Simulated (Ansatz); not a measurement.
One change: `[NH2][Ga]([NH2])[Br]` becomes `[NH2][Ga]([NH2])[F]`.

Ansatz, PBE0-D4/def2-TZVP geometries, multiplicity 1. Each molecule was computed in one conformer, which needn't be the lowest.

Scalar relativity is left out up to krypton.

```
                                                                                  property  `[NH2][Ga]([NH2])[Br]`
                                                     HOMO–LUMO gap (B3LYP/def2-TZVPP) / eV                    6.37
                                                     LUMO energy (ωB97M-V/def2-TZVPP) / eV                    1.29
                                            size of the dipole moment (PBE/def2-TZVPP) / D                    2.62
ideal-gas entropy at 298 K and 1 bar (rigid rotor, harmonic PBE0-D4/def2-TZVP) / J/(mol·K)                     353
                                                         HOMO energy (PBE/def2-TZVPP) / eV                   -5.92
                                                       HOMO–LUMO gap (PBE/def2-TZVPP) / eV                    4.64
```

Question: What does the change do to each property? (An estimate is asked.)

Answer: The calculation gave: 
| property | `[NH2][Ga]([NH2])[F]` | shift |
| --- | --- | --- |
| HOMO–LUMO gap (B3LYP/def2-TZVPP) / eV | 6.46 | 0.09 |
| LUMO energy (ωB97M-V/def2-TZVPP) / eV | 1.33 | 0.04 |
| size of the dipole moment (PBE/def2-TZVPP) / D | 2.75 | 0.13 |
| ideal-gas entropy at 298 K and 1 bar (rigid rotor, harmonic PBE0-D4/def2-TZVP) / J/(mol·K) | 330 | -23 |
| HOMO energy (PBE/def2-TZVPP) / eV | -5.93 | -0.01 |
| HOMO–LUMO gap (PBE/def2-TZVPP) / eV | 4.72 | 0.08 |

Dipoles are sizes alone; their direction can turn.

B3LYP here is the variant with VWN-RPA as its local correlation; programs differ in this.

Spin–orbit coupling is left out; it splits and shifts lone-pair levels of the heavy atoms by tenths of an eV.
